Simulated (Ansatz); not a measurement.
A run for Ansatz (a first-principles code): R-wB97M-V/def2-TZVPPD on H4OSi (SMILES O[SiH3]) with ghost functions, monomers drawn apart or pushed together. Files ending in .json are basis or fitting sets from the Basis Set Exchange.

Ansatz 0.2 input:
```yaml
crystal:
  periodic: [false, false, false]
  atoms:
    - {symbol: O, position_ang: [0.86850770, 0.31147685, 5.84762957]}
    - {symbol: Si, position_ang: [-0.69615980, 0.17594718, 6.35877618]}
    - {symbol: H, position_ang: [1.03277757, 0.28207788, 4.90162856]}
    - {symbol: H, position_ang: [-1.54548425, 1.26790199, 5.82081972]}
    - {symbol: H, position_ang: [-0.65057300, 0.25607452, 7.83204441]}
    - {symbol: H, position_ang: [-1.29945625, -1.11495913, 5.94282365]}
basis:
  gaussian:
    orbitals: def2-TZVPPD.json
    ghost_atoms:
      - {symbol: C, position_ang: [0.19161950, -0.02034643, 0.48587201]}
      - {symbol: H, position_ang: [-0.76427606, -0.21949003, 0.96821516]}
      - {symbol: H, position_ang: [0.06408628, -0.05296463, -0.59477685]}
      - {symbol: H, position_ang: [0.54676391, 0.97079240, 0.76888363]}
      - {symbol: H, position_ang: [0.91561980, -0.78158282, 0.77782672]}
hamiltonian:
  xc: {name: wB97M-V}
scf: {lower_state_search: off}
```

It printed:

```
Functional definition: wB97M-V
[...]
these checks for a lower state are left out or cut short: stability, starts, cluster_reference, orbital_swaps, neighbouring_geometries, increment
integrals: 0.20 GiB planned
1094 factors; their error is unknown
integrals: 0.23 GiB planned
376 factors; integrals over basis functions are off by at most 3.3e-5 eV
mean field: 1.55 GiB planned
mean field evaluation 1: about -9987.1076 eV, gradient 4.6e1 eV
mean field evaluation 2: about -9985.7350 eV, gradient 5.5e1 eV
mean field evaluation 4: about -9990.4794 eV, gradient 3.4e-1 eV
mean field evaluation 8: about -9990.4911 eV, gradient 3.0e-1 eV
mean field evaluation 16: about -9990.4912 eV, gradient 1.2e-5 eV
mean field -9990.49122015 eV, -367.1437805424 hartree, gradient 2.5e-6 eV, S^2 0.000000; 0 other end points of the search recorded, 0 dependent functions left out
reference -9990.49127434 eV, -367.1437825337 hartree; 13, 13 occupied and 248, 248 virtual orbitals, 1094 factors
Total energy: -9990.49127434 eV, -367.1437825337 hartree
Checks for a lower state left out: stability, starts, cluster_reference, orbital_swaps, neighbouring_geometries, increment
```

Self-consistency was reached.

Cost: about 13 core-seconds (a rough figure).
